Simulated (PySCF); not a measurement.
V(NH2)4 holds V(IV), d1, at total charge 0. The structure is a PBE0-D3(BJ)/def2-TZVP geometry optimised for multiplicity 2; coordination tetrahedral, point group D2d, metal–donor distances 1.85 Å.

Method (PySCF 2.14, density fitting): CASSCF(1,5) with orbitals averaged over all microstates of the shell, strongly contracted NEVPT2 on the averaged canonical orbitals; basis x2c-TZVPall on the metal, x2c-SVPall elsewhere; spin-free X2C; gas phase; spin-orbit coupling by state interaction with the mean-field operator over all roots.

CASSCF energies above the lowest CASSCF root:

```json
{"state": "2B1 (from 2E)", "CASSCF / cm⁻¹": "0"}
{"state": "2A1 (from 2E)", "CASSCF / cm⁻¹": "9729"}
{"state": "2E (from 2T2)", "CASSCF / cm⁻¹": "17061"}
{"state": "2B2 (from 2T2)", "CASSCF / cm⁻¹": "21718"}
```

Problem. How does dynamic correlation (SC-NEVPT2) move these states?

Solution. 
```tsv
state	NEVPT2 / cm⁻¹	shift / cm⁻¹
2B1 (from 2E)	0	0
2A1 (from 2E)	12910	+3181
2E (from 2T2)	19746	+2685
2B2 (from 2T2)	25231	+3513
```

In the ligand-field fit 10Dq goes from 13749 to 15119 cm⁻¹. The symmetry is lower than cubic, so 10Dq is the difference of the means of the two sets.

Charge-transfer states lie outside this active space and may come lower than some of these levels. NEVPT2 lifts 2A1 (from 2E) from 9729 to 12910 cm⁻¹; on the d shell alone such lifts tend to overshoot. An active orbital has only 0.71 squared overlap with the free ion's shell, so the metal shell alone is a small active space here. NEVPT2 on the d shell alone tends to put d–d bands too high for such charged or covalently bound ions.
